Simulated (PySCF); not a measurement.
**Sn(6+): ionisation energy**

Sn(6+) [Kr] 4d8 (3F) → Sn(7+) [Kr] 4d7 (4F), as a difference of total energies. Calculation: PySCF 2.14, in an even-tempered Gaussian basis (22 s from 0.14 bohr⁻², ratio 2.5; 16 p from 0.18 bohr⁻², ratio 2.5; 11 d from 0.18 bohr⁻², ratio 2.5; 5 f from 1.8 bohr⁻², ratio 2.7; 4 g from 2.6 bohr⁻², ratio 2.7); scalar relativity by spin-free X2C-1e. The calculations carry no spin-orbit coupling.

| method | ionisation energy (eV) |
| --- | --- |
| UHF | 113.70 |
| MN15 | 115.72 |
| B97-3 | 115.49 |

The reference lies between the lowest fine-structure levels, while these numbers refer to the centres of the terms.

For comparison: 112.9 ± 2 eV (theoretical estimate listed by NIST; NIST Atomic Spectra Database, ionization energies).
